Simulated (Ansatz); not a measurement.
A calculation with Ansatz (development build ahead of 0.2.0).

```yaml
crystal:
  periodic: [false, false, false]
  atoms:
    - { symbol: B, position_ang: [0.0, 1.22, 0.0] }
    - { symbol: B, position_ang: [1.22, 0.0, 0.0] }
    - { symbol: H, position_ang: [0.0, -2.42, 0.0] }
    - { symbol: H, position_ang: [0.0, 0.0, 2.42] }
    - { symbol: H, position_ang: [0.0, 0.0, -2.42] }
    - { symbol: H, position_ang: [-2.42, 0.0, 0.0] }
    - { symbol: B, position_ang: [0.0, 0.0, -1.22] }
    - { symbol: H, position_ang: [2.42, 0.0, 0.0] }
    - { symbol: B, position_ang: [0.0, -1.22, 0.0] }
    - { symbol: B, position_ang: [0.0, 0.0, 1.22] }
    - { symbol: H, position_ang: [0.0, 2.42, 0.0] }
    - { symbol: B, position_ang: [-1.22, 0.0, 0.0] }
basis:
  gaussian: { orbitals: "6-31G" }
total_charge: -2
hamiltonian:
  xc: hf
correlation:
  method: mp2
  frozen_orbitals: { B: 1, H: 0 }
output:
  forces: true
```

The input is written out in the form of the current development build from the run's settings.

Results

* Converged: yes
* Reference energy: -151.34955 hartree
* Correlation energy: -0.39088 hartree
* Total energy: -151.74044 hartree

Forces (eV/Å):
```csv
atom,Fx,Fy,Fz
B1,0.000,0.766,0.000
B2,0.766,0.000,0.000
H3,0.000,-0.534,0.000
H4,0.000,0.000,0.534
H5,0.000,0.000,-0.534
H6,-0.534,0.000,0.000
B7,0.000,0.000,-0.766
H8,0.534,0.000,0.000
B9,0.000,-0.766,0.000
B10,0.000,0.000,0.766
H11,0.000,0.534,0.000
B12,-0.766,0.000,0.000
```

Caution: no unrestricted run beside it, a lower state can exist; no diffuse functions for an anion; other spin multiplicities were not run.
